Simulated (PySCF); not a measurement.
A structure optimised at PBE-D3(BJ)/def2-SVP, used in a PySCF frequency run:

```
Si
F 1 1.6433
H 1 1.5018 2 107.72
C 1 1.8288 3 109.81 2 -119.33
C 4 1.2292 3 150.33 1 173.73
H 5 1.0829 3 159.33 1 175.82
Si 1 2.3535 3 112.89 2 119.98
H 7 1.5032 1 112.06 3 -66.64
H 7 1.5043 8 109.07 1 -122.12
Cl 7 2.0872 8 108.94 9 -119.02
```

Problem. Write its SMILES and formula.

Solution. C#C[Si@H](F)[SiH2]Cl, C2H4ClFSi2

Problem. What are its rotational constants (standard atomic weights)?

Solution. 2.1796, 1.1768, 0.95316 GHz
